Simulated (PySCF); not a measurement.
SMILES O=Cc1ccc[c]([GeH3])c1 (C7H8GeO), singlet, GFN2-xTB optimised geometry.

```
17

O     -3.27    -1.96     0.00
C     -2.07    -1.86     0.00
C     -1.32    -0.59     0.00
C     -2.01     0.62     0.00
C     -1.31     1.81     0.00
C      0.08     1.80     0.00
C      0.78     0.60     0.00
Ge     2.74     0.61     0.00
C      0.07    -0.59     0.00
H     -1.42    -2.75     0.00
H     -3.09     0.61     0.00
H     -1.84     2.75     0.00
H      0.63     2.73     0.00
H      3.27     1.35     1.18
H      3.27     1.30    -1.22
H      3.26    -0.79     0.02
H      0.61    -1.53     0.00
```

Density from PySCF with CAM-B3LYP/def2-SVP at that geometry.

Minimum of the electron density along straight lines between bonded atoms, close to the bond critical point (lines longer than 1.1 times the sum of covalent radii, or with two minima, are not listed):

```json
[
 {"bond": "O1–C2", "length / Å": "1.204", "ρ at the minimum / e bohr⁻³": "0.414", "∇²ρ there / e bohr⁻⁵": "0.47", "position (fraction from the first atom)": "0.67"},
 {"bond": "C2–C3", "length / Å": "1.468", "ρ at the minimum / e bohr⁻³": "0.279", "∇²ρ there / e bohr⁻⁵": "-0.72", "position (fraction from the first atom)": "0.50"},
 {"bond": "C3–C4", "length / Å": "1.395", "ρ at the minimum / e bohr⁻³": "0.309", "∇²ρ there / e bohr⁻⁵": "-0.79", "position (fraction from the first atom)": "0.50"},
 {"bond": "C4–C5", "length / Å": "1.381", "ρ at the minimum / e bohr⁻³": "0.317", "∇²ρ there / e bohr⁻⁵": "-0.83", "position (fraction from the first atom)": "0.50"},
 {"bond": "C5–C6", "length / Å": "1.385", "ρ at the minimum / e bohr⁻³": "0.315", "∇²ρ there / e bohr⁻⁵": "-0.82", "position (fraction from the first atom)": "0.50"},
 {"bond": "C6–C7", "length / Å": "1.392", "ρ at the minimum / e bohr⁻³": "0.310", "∇²ρ there / e bohr⁻⁵": "-0.79", "position (fraction from the first atom)": "0.50"},
 {"bond": "C7–Ge8", "length / Å": "1.955", "ρ at the minimum / e bohr⁻³": "0.129", "∇²ρ there / e bohr⁻⁵": "0.06", "position (fraction from the first atom)": "0.54"},
 {"bond": "C3–C9", "length / Å": "1.393", "ρ at the minimum / e bohr⁻³": "0.310", "∇²ρ there / e bohr⁻⁵": "-0.79", "position (fraction from the first atom)": "0.50"},
 {"bond": "C7–C9", "length / Å": "1.386", "ρ at the minimum / e bohr⁻³": "0.313", "∇²ρ there / e bohr⁻⁵": "-0.80", "position (fraction from the first atom)": "0.50"},
 {"bond": "C2–H10", "length / Å": "1.109", "ρ at the minimum / e bohr⁻³": "0.276", "∇²ρ there / e bohr⁻⁵": "-1.04", "position (fraction from the first atom)": "0.64"},
 {"bond": "C4–H11", "length / Å": "1.080", "ρ at the minimum / e bohr⁻³": "0.286", "∇²ρ there / e bohr⁻⁵": "-1.14", "position (fraction from the first atom)": "0.65"},
 {"bond": "C5–H12", "length / Å": "1.080", "ρ at the minimum / e bohr⁻³": "0.284", "∇²ρ there / e bohr⁻⁵": "-1.10", "position (fraction from the first atom)": "0.64"},
 {"bond": "C6–H13", "length / Å": "1.083", "ρ at the minimum / e bohr⁻³": "0.284", "∇²ρ there / e bohr⁻⁵": "-1.09", "position (fraction from the first atom)": "0.63"},
 {"bond": "Ge8–H14", "length / Å": "1.494", "ρ at the minimum / e bohr⁻³": "0.143", "∇²ρ there / e bohr⁻⁵": "0.08", "position (fraction from the first atom)": "0.59"},
 {"bond": "Ge8–H15", "length / Å": "1.494", "ρ at the minimum / e bohr⁻³": "0.143", "∇²ρ there / e bohr⁻⁵": "0.08", "position (fraction from the first atom)": "0.59"},
 {"bond": "Ge8–H16", "length / Å": "1.493", "ρ at the minimum / e bohr⁻³": "0.143", "∇²ρ there / e bohr⁻⁵": "0.08", "position (fraction from the first atom)": "0.59"},
 {"bond": "C9–H17", "length / Å": "1.083", "ρ at the minimum / e bohr⁻³": "0.283", "∇²ρ there / e bohr⁻⁵": "-1.09", "position (fraction from the first atom)": "0.64"}
]
```
